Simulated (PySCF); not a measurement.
Geometries of 2 isomers of C2H6GeO2, from PySCF, PBE0-D3(BJ)/def2-SVP geometry optimisation, gas phase. One conformer each, no zero-point energy, no frequencies.

Question: Which is lower in electronic energy at this level?
A.
```xyz
11
angstrom
Ge    -0.320   -0.624   -1.939
O     -0.348   -0.640   -0.100
C      0.238    0.417    0.453
C      0.212    0.385    1.953
O      0.735    1.296   -0.213
H      0.674    1.293    2.355
H      0.752   -0.504    2.310
H     -0.826    0.294    2.304
H      1.135   -0.654   -2.415
H     -1.106    0.591   -2.439
H     -1.050   -1.940   -2.239
```
B.
```xyz
11
angstrom
C     -1.259   -0.241    0.086
O      0.122   -0.377   -0.095
Ge     1.111    0.987   -0.674
C      2.960    0.247   -0.674
O      3.904    0.924   -0.983
H     -1.790   -0.007   -0.856
H     -1.658   -1.196    0.465
H     -1.516    0.545    0.823
H      0.670    1.401   -2.094
H      0.994    2.178    0.299
H      3.084   -0.828   -0.369
```

Answer: A. That is Ge(OAc)H3, `CC(=O)[O][GeH3]`, 41.9 kcal/mol below the other.

| SMILES | atoms numbered as above | E (Eh) | relative (kcal/mol) | relative (kJ/mol) | dipole (D) |
| --- | --- | --- | --- | --- | --- |
| [H][Ge]([H])([H])[O]C(C)=O | – | -2306.36220 | 0.0 | 0.0 | 1.45 |
| C[O][GeH2][CH]=O | [CH3:1][O:2][GeH2:3][CH:4]=[O:5] | -2306.29549 | 41.9 | 175.1 | 2.21 |
